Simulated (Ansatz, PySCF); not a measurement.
bromo-dichloro-fluoromethane (CBrCl2F), SMILES FC(Cl)(Cl)Br. Atoms are numbered in the order given.

```xyz
5

F     -0.6007     1.6124     0.0000
C     -0.4678     0.2935     0.0000
Cl    -1.2344    -0.3564     1.4487
Cl    -1.2344    -0.3564    -1.4487
Br     1.4302    -0.1235     0.0000
```
Charge 0, spin multiplicity 1.

Coordinates come from a PBE0-D3(BJ)/def2-SVP optimisation.

Two levels are set side by side: PBE-D3(BJ)/def2-SVP (Ansatz, an electronic-structure program) and PBE0-D3(BJ)/def2-SVP (Ansatz). Each level has its own optimised geometry; the coordinates shown are those of the second. Frequencies come from the Hessian of PySCF at each geometry. Differences are taken from unrounded values.

| quantity | PBE0-D3(BJ) | PBE-D3(BJ) | PBE-D3(BJ) minus PBE0-D3(BJ) |
|---|---|---|---|
| mean bond length (Å) | 1.699 | 1.718 | 0.020 |
| bond F1–C2 (Å) | 1.326 | 1.339 | 0.013 |
| bond C2–Cl3 (Å) | 1.763 | 1.782 | 0.019 |
| bond C2–Cl4 (Å) | 1.763 | 1.782 | 0.019 |
| bond C2–Br5 (Å) | 1.943 | 1.971 | 0.028 |
| highest harmonic wavenumber (cm⁻¹) | 1174 | 1108 | -66 |
| mean harmonic wavenumber (cm⁻¹) | 536 | 502 | -34 |
| zero-point energy (kcal/mol) | 6.89 | 6.46 | -0.44 |

Exact exchange shortens and stiffens bonds; PBE has none. Differences between two approximate levels are no errors against the true value.
